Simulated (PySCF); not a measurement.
Coordinates in bohr (charge 0 multiplicity 3):
```
Ru    0.0000    0.0000   -0.4424
S     0.0000    0.0000    3.4078
F     3.2094    0.0000   -1.6811
F    -3.2094    0.0000   -1.6811
```

Computed with UPBE0 in PySCF with Ru def2-SVP with ECP28, S def2-SVP, F def2-SVP; scalar-relativistic core potentials, no spin–orbit coupling; density-fitted integrals.

This geometry of RuSF2 is a stationary point at this level.

Question: What is the point group?

Answer: C2v.

Question: Is it a minimum?

Answer: Yes: all harmonic wavenumbers are real.

Question: List the harmonic modes with their infrared intensities.

Answer: 
| symmetry | ω (cm⁻¹) | IR (km/mol) |
| --- | --- | --- |
| b1 | 161 | 5.6 |
| b2 | 180 | 0.0 |
| a1 | 181 | 3.5 |
| a1 | 572 | 11.1 |
| a1 | 658 | 84.8 |
| b2 | 714 | 135 |

Question: What is the atomisation energy, with and without zero-point energy?

Answer: 1177 kJ/mol without, 1162 kJ/mol with.

In C2v the vibrations span b1 + 2b2 + 3a1. Here b1 is antisymmetric to the molecular plane and b2 lies in it.

Only a few start shapes were tried, so a lower isomer may exist. With open d or f shells other occupations or spin states may lie lower.
